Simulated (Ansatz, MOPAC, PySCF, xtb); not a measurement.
Noncovalent pair: CH2O (SMILES C=O) (first 4 atoms) with CH6Si (SMILES C[SiH3]); geometry from B3LYP-D3(BJ)/def2-TZVP.
(charge 0, multiplicity 1):
```xyz
12

C      0.1719     0.2339    -0.2802
O     -0.8160    -0.0347     0.3457
H      1.1505     0.3876     0.2113
H      0.1531     0.3413    -1.3812
C     -1.4140    -0.5214     3.7208
Si     0.3757    -0.0537     3.4332
H     -1.4877    -1.5030     4.1928
H     -1.9488    -0.5516     2.7717
H     -1.9046     0.2034     4.3733
H      1.1137    -0.0086     4.7222
H      0.4966     1.2841     2.8037
H      1.0638    -1.0376     2.5615
```

Interaction energies are E(AB) − E(A) − E(B) at the monomers' geometry in the complex; basis-set methods are counterpoise corrected.

Cores are frozen in the correlated methods. The state reached by PM3 isn't checked.

Codes used: Ansatz (Gaussian orbitals); MOPAC for PM3 (differences of heats of formation); PySCF for the dispersion terms; xtb for the GFN methods. Values without a source in brackets are computed.

Q: One of these levels gives -1.97 kcal/mol for the interaction energy. Name it.
A) PBE-D4/def2-TZVPPD
B) GFN2-xTB
C) B2PLYP/def2-TZVPPD
D) PM3

A: B, GFN2-xTB. The others give 1.72 (PM3), -2.57 (PBE-D4/def2-TZVPPD), -1.35 (B2PLYP/def2-TZVPPD)

Ansatz is a quantum-chemistry and plane-wave program.
